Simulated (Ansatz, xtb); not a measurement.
## C3H7GeNO2: which of two isomers lies lower

Structure I: `C=N[C@@H]1C[O][GeH2][O]1`, a singlet. Structure II: `C[N]([GeH3])C(=O)C=O`, a singlet. Both are isolated molecules in the gas phase, relaxed with PBE0-D3(BJ)/def2-SVP, each in the lowest conformer that the search found.

Which of the two would you expect CCSD(T)/def2-SVP + ΔMP2/def2-TZVPP electronic energies to favour?

Not settled: CCSD(T)/def2-SVP + ΔMP2/def2-TZVPP gives E(II) − E(I) = +4.0 kcal/mol, but this leans on the basis-set step: CCSD(T) alone gives −4.4 kcal/mol.

How the difference moves with the method:

| level | geometry | E(II) − E(I) (kcal/mol) | departure from the last row (kcal/mol) | job, with rough time for the two |
| --- | --- | --- | --- | --- |
| GFN2-xTB | GFN2-xTB | +11.6 | +7.6 | optimisation, 0.66 s |
| HF/STO-3G | GFN2-xTB | +18.8 | +14.8 | single point, 1.4 s |
| r2SCAN-D4/def2-SVP | GFN2-xTB | −5.7 | −9.7 | single point, 6.2 s |
| PBE0-D3(BJ)/def2-SVP | PBE0-D3(BJ)/def2-SVP | −3.9 | −7.9 | optimisation, 2 min |
| HF/def2-SVP | PBE0-D3(BJ)/def2-SVP | −2.8 | −6.8 | part of the CCSD(T) run |
| MP2/def2-SVP | PBE0-D3(BJ)/def2-SVP | −5.0 | −9.0 | part of the CCSD(T) run |
| CCSD(T)/def2-SVP | PBE0-D3(BJ)/def2-SVP | −4.4 | −8.4 | single point |
| CCSD(T)/def2-SVP + ΔMP2/def2-TZVPP | PBE0-D3(BJ)/def2-SVP | +4.0 |  | single point, 2.8 min |

As drawn, II has 1 C–N, 1 Ge–N, 2 C=O, 1 Ge–H in place of 1 C=N, 2 C–O, 2 Ge–O, 1 C–H. Structure I has a 5-membered ring, II no ring.

r2SCAN-D4/def2-SVP, PBE0-D3(BJ)/def2-SVP, HF/def2-SVP, MP2/def2-SVP, CCSD(T)/def2-SVP put the two in the other order. The largest departure from CCSD(T)/def2-SVP + ΔMP2/def2-TZVPP is that of HF/STO-3G, 14.8 kcal/mol. The last row adds to CCSD(T) the change of the MP2 difference between the two basis sets, here +8.4 kcal/mol, a large step that makes the value less sure.

With thermal terms from frequencies at re-optimised GFN2-xTB minima (ideal gas, soft modes damped towards free rotors, one conformer each, 298.15 K, 1 atm): on the last row, ΔE + ΔZPE = +1.9, ΔH = +2.7, ΔG = +0.8 kcal/mol.

The correlated steps freeze 15 core orbitals; the filled d shell of Ge is correlated, in a basis made for valence electrons. Mirror images aren't counted in ΔG. Run with Ansatz 0.2.0, xtb 6.7.1; the last row on 2 threads of Intel(R) Xeon(R) Processor @ 2.70GHz on a shared host.
